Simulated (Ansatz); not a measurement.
One change: `CCN[SiH2]Cl` becomes `C=CCN[SiH2]Cl`.

Ansatz, PBE0-D4/def2-TZVP geometries, multiplicity 1. Each molecule was computed in one conformer, which needn't be the lowest.

```tsv
property	`CCN[SiH2]Cl`
HOMO–LUMO gap (B3LYP/def2-TZVPP) / eV	7.41
LUMO energy (PBE/def2-TZVPP) / eV	-0.25
size of the dipole moment (ωB97M-V/def2-TZVPP) / D	2.21
HOMO–LUMO gap (ωB97M-V/def2-TZVPP) / eV	11.78
HOMO energy (ωB97M-V/def2-TZVPP) / eV	-9.62
HOMO energy (PBE0/def2-TZVPP) / eV	-7.30
```

(1) What does the change do to each property? (Estimate.)

Results:

(1) Computed: 
```
                                          property  `C=CCN[SiH2]Cl`  shift
             HOMO–LUMO gap (B3LYP/def2-TZVPP) / eV             7.05  -0.36
                 LUMO energy (PBE/def2-TZVPP) / eV            -0.89  -0.64
size of the dipole moment (ωB97M-V/def2-TZVPP) / D             1.89  -0.32
           HOMO–LUMO gap (ωB97M-V/def2-TZVPP) / eV            11.74  -0.04
             HOMO energy (ωB97M-V/def2-TZVPP) / eV            -9.66  -0.04
                HOMO energy (PBE0/def2-TZVPP) / eV            -7.37  -0.07
```

With PBE0 the HOMO falls by 0.07 eV and the LUMO falls by 0.44 eV, so the gap narrows by about 0.37 eV. PBE moves the HOMO by -0.12 eV and ωB97M-V by -0.04 eV. Dipoles are sizes alone; their direction can turn.

B3LYP here is the variant with VWN-RPA as its local correlation; programs differ in this.
